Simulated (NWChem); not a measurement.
Molecule: GaH, singlet; SMILES [GaH]

```xyz
2

Ga     0.0000     0.0000    -0.0517
H      0.0000     0.0000    -1.7341
```
Atoms are numbered in this order, from 1.

Low-valent species are run as closed-shell singlets; no triplet was tried in these runs. All runs use the structure optimised with PBE0-D3(BJ)/def2-TZVP.

**Question.** List the 6 lowest vertical singlet excitations and the 6 lowest triplet ones from CAM-B3LYP/def2-SVP, full TDDFT (NWChem).

**Answer.** 
```csv
state,energy (eV),oscillator strength,leading excitation (squared amplitude)
S1,2.90,0.029,HOMO → LUMO (1.00)
S2,2.90,0.029,HOMO → LUMO+1 (1.00)
S3,7.69,0.187,HOMO → LUMO+3 (0.98)
S4,8.20,0.948,HOMO → LUMO+2 (0.98)
S5,8.74,0.431,HOMO−1 → LUMO (0.98)
S6,8.74,0.431,HOMO−1 → LUMO+1 (0.98)
T1,1.86,spin-forbidden,HOMO → LUMO (1.00)
T2,1.86,spin-forbidden,HOMO → LUMO+1 (1.00)
T3,5.60,spin-forbidden,HOMO → LUMO+2 (0.98)
T4,6.77,spin-forbidden,HOMO−1 → LUMO (0.97)
T5,6.77,spin-forbidden,HOMO−1 → LUMO+1 (0.97)
T6,7.35,spin-forbidden,HOMO → LUMO+3 (0.99)
```
